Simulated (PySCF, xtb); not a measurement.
HfBr4, SMILES [Br][Hf]([Br])([Br])[Br], multiplicity 1.

GFN2-xTB in xtb at its own geometry gives an orbital gap of 3.11 eV and a dipole moment of 0.00 D.

Geometry: B3LYP-D3(BJ)/def2-SVP. The multiplicity is an assumed one; other spin states were not compared. The isomer is the one that the SMILES or the coordinates give; other isomers of the formula were not compared. The def2 effective core potentials stand for the cores of Hf; spin–orbit coupling is left out.

Problem. What does PySCF with PBE/def2-TZVP give? (Estimate from the structure and the level; the computed values follow.)

Solution. gap 4.44 eV (levels -7.65 and -3.21 eV), dipole 0.00 D.
